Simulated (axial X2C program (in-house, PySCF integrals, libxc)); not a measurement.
**Testing model relations on As₂**

A bond curve at the PBE0 level, two-component, was computed with an axial X2C code built on PySCF integrals (basis As dyall-cv3z [9s9p6d4f1g] (cores contracted in-house)) for the state Ω = 0 (closed shell). Its fit gives Re = 2.0832 Å, ωe = 461.9 cm⁻¹, ωexe = 0.816 cm⁻¹ and αe = 2.685e-04 cm⁻¹; the masses are 74.9216 and 74.9216 u. Two-component means X2C with spin–orbit coupling and atomic mean-field Coulomb and Gaunt terms.

Q: Find the reduced mass, Be and the force constant.

A: From the PBE0 values: μ = 37.4608 u. Be = 16.8576/(μ Re²) = 0.1037 cm⁻¹. k = 5.8918×10⁻⁷ μ ωe² = 4.71 mdyn/Å.

Q: Give B0 and the most populated J at 300 K (kT = 208.5 cm⁻¹).

A: B0 = Be − αe/2 = 0.1036 cm⁻¹; J(max) ≈ √(kT/2B0) − 1/2 = 31.2, so J = 31, nuclear-spin weights apart.

Q: Estimate De from a Morse curve and compare with the computed well depth of 3.675 eV to As + As.

A: De(Morse) = ωe²/(4ωexe) = 8.104 eV against 3.675 eV computed, a ratio of 2.21. The extrapolation overshoots: the well softens faster than a Morse curve, or the lowest atomic limit lies below the one to which the curve heads.

Q: Estimate the centrifugal constant by the Kratzer relation.

A: D = 4Be³/ωe² = 2.09e-08 cm⁻¹.

Q: A Morse curve ties αe to the other constants (Pekeris). How well does that hold?

A: αe(Morse) = 6Be²/ωe × (√(ωexe/Be) − 1) = 2.521e-04 cm⁻¹; the PBE0 curve gives 2.685e-04 cm⁻¹, a ratio of 0.94.

The state is a single determinant with fixed occupations, the lowest that a limited PBE0 search found. De is counted from the lowest determinant-based energies of the atoms at the same level, without counterpoise correction.
